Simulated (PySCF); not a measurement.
# Nd³⁷⁺: ionisation energy

Nd³⁷⁺ [Ar] 3d5 (6S) → Nd³⁸⁺ [Ar] 3d4 (5D), as a difference of total energies. Computed with PySCF 2.14 in an even-tempered Gaussian basis (18 s from 6.2 bohr⁻², ratio 2.5; 12 p from 8.1 bohr⁻², ratio 2.5; 8 d from 8.1 bohr⁻², ratio 2.5; 4 f from 32 bohr⁻², ratio 2.7; 3 g from 49 bohr⁻², ratio 2.7), with the spin-free X2C one-electron Hamiltonian (Gaussian nucleus). Correlated levels: outer shells: [Ne] frozen; virtual orbitals above 40 to 60 times the deepest correlated orbital energy dropped. The calculations carry no spin-orbit coupling.

| method | ionisation energy (eV) |
| --- | --- |
| UHF | 2653.0 |
| LDA | 2650.4 |
| PBE | 2649.9 |
| PBE0 | 2651.1 |
| r2SCAN | 2651.7 |
| BLYP | 2649.6 |
| M06 | 2652.0 |
| MP2 (outer shells) | 2653.4 |
| SCS-MP2 (outer shells) | 2652.8 |

Spin-orbit coupling is strong in these open shells (close to jj coupling). The scalar numbers leave it out and a first-order estimate fails, so it can dominate the gap to the real levels.

Breit and QED terms and the two-electron picture change are absent.

For comparison: 2627 ± 4 eV (theoretical estimate listed by NIST; NIST Atomic Spectra Database, ionization energies).
